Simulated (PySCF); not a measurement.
C2H4F2OSi, SMILES FC1(F)OC[SiH2]1.

Geometry: B3LYP-D3(BJ)/def2-SVP. The structure was generated by enumeration, and PubChem lists no compound with its InChIKey, so it may never have been made.

Calculation: TDDFT-PBE/def2-SVPD (PySCF).

Vertical excitations. Gas-phase values at a fixed geometry. State labels are in the subgroup Cs.

```json
[
 {"state": "S1", "symmetry": "A\"", "energy (eV)": "5.78", "λ (nm)": "215", "f": "0.001", "main pairs": "HOMO→LUMO 100 %"},
 {"state": "S2", "symmetry": "A'", "energy (eV)": "5.97", "λ (nm)": "208", "f": "0.021", "main pairs": "HOMO−1→LUMO 93 %"},
 {"state": "S3", "symmetry": "A'", "energy (eV)": "6.74", "λ (nm)": "184", "f": "0.055", "main pairs": "HOMO−2→LUMO 88 %"},
 {"state": "S4", "symmetry": "A\"", "energy (eV)": "6.91", "λ (nm)": "179", "f": "0.001", "main pairs": "HOMO→LUMO+1 99 %"},
 {"state": "S5", "symmetry": "A'", "energy (eV)": "7.01", "λ (nm)": "177", "f": "0.008", "main pairs": "HOMO−1→LUMO+1 96 %"},
 {"state": "S6", "symmetry": "A\"", "energy (eV)": "7.31", "λ (nm)": "170", "f": "0.000", "main pairs": "HOMO→LUMO+3 94 %"},
 {"state": "S7", "symmetry": "A'", "energy (eV)": "7.32", "λ (nm)": "169", "f": "0.006", "main pairs": "HOMO→LUMO+2 85 %"},
 {"state": "S8", "symmetry": "A\"", "energy (eV)": "7.40", "λ (nm)": "168", "f": "0.020", "main pairs": "HOMO−1→LUMO+2 89 %"},
 {"state": "S9", "symmetry": "A'", "energy (eV)": "7.45", "λ (nm)": "166", "f": "0.055", "main pairs": "HOMO−1→LUMO+3 82 %"},
 {"state": "S10", "symmetry": "A'", "energy (eV)": "7.54", "λ (nm)": "164", "f": "0.014", "main pairs": "HOMO−2→LUMO+1 96 %"},
 {"state": "T1", "symmetry": "A'", "energy (eV)": "5.51", "λ (nm)": "225", "f": "0", "main pairs": "HOMO−1→LUMO 94 %"},
 {"state": "T2", "symmetry": "A\"", "energy (eV)": "5.71", "λ (nm)": "217", "f": "0", "main pairs": "HOMO→LUMO 100 %"},
 {"state": "T3", "symmetry": "A'", "energy (eV)": "5.94", "λ (nm)": "209", "f": "0", "main pairs": "HOMO−2→LUMO 94 %"},
 {"state": "T4", "symmetry": "A'", "energy (eV)": "6.74", "λ (nm)": "184", "f": "0", "main pairs": "HOMO−1→LUMO+1 98 %"}
]
```
Triplets are in the Tamm–Dancoff approximation, which puts them higher than full response would, so one can lie above its singlet here.
